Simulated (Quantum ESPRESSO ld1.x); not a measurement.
Results of a calculation; reference values are marked as such.
Problem. Coherent X-ray form factor from a spherical all-electron density. Code: ld1.x of Quantum ESPRESSO 7.5. Model: Dirac Kohn-Sham, PBE, spin-unpolarised, spherical densities, point nucleus.

| sin(theta)/lambda (1/angstrom) | f0 (electrons) |
|---|---|
| 0.05 | 34.597 |
| 0.1 | 33.463 |
| 0.15 | 31.792 |
| 0.2 | 29.832 |
| 0.25 | 27.807 |
| 0.3 | 25.875 |
| 0.4 | 22.555 |
| 0.5 | 19.910 |
| 0.6 | 17.680 |
| 0.8 | 13.853 |
| 1 | 10.805 |
| 1.25 | 8.244 |
| 1.5 | 6.779 |
| 2 | 5.324 |

The species is in the configuration that NIST lists as its ground one. Which atom or ion scatters so?

Solution. The strontium ion Sr3+, [Ar] 3d10 4s2 4p5. Extrapolating in s^2 from the first two rows gives f0(0) = 35.0, near the electron count 35; among species with that count, the fall with angle is slower the higher Z, and the table is that of Z = 38; from so few rows the species is fixed only to a neighbour or two.
